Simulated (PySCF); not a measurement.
Cl4H2Si2. Atoms are numbered in the order given.

```xyz
8

Si     1.1887     1.3819     0.0000
Cl    -0.1930     2.9265     0.0000
Si     0.0023    -0.6259     0.0000
Cl    -1.1869    -0.7646     1.6745
Cl    -1.1869    -0.7646    -1.6745
Cl     1.3468    -2.1924     0.0000
H      2.0336     1.4660     1.2233
H      2.0336     1.4660    -1.2233
```
Charge 0, spin multiplicity 1.

Geometry optimised at r2SCAN-D4/def2-SVP. Other conformers were not sampled.

Level of theory: PySCF with PBE/pcSseg-1.

GIAO shieldings, no solvent; atoms listed in one row are averaged. δ = σ(ref) − σ: ²⁹Si against TMS (σ = 335.4 ppm); ³⁵Cl against HCl (σ = 936.5 ppm); ¹H against TMS (σ = 31.49 ppm), references at their B3LYP-D3(BJ)/def2-TZVP geometries, non-relativistic (without spin–orbit terms, shifts of atoms bonded to Cl or Br come out too high).

Computed chemical shifts:
```
nucleus     atoms  count  δ (ppm)
-------  --------  -----  -------
²⁹Si          Si3      1     39.6
²⁹Si          Si1      1    -25.4
³⁵Cl     Cl5, Cl4      2    190.7
³⁵Cl          Cl6      1    189.4
³⁵Cl          Cl2      1    -78.7
¹H         H7, H8      2     5.52
```
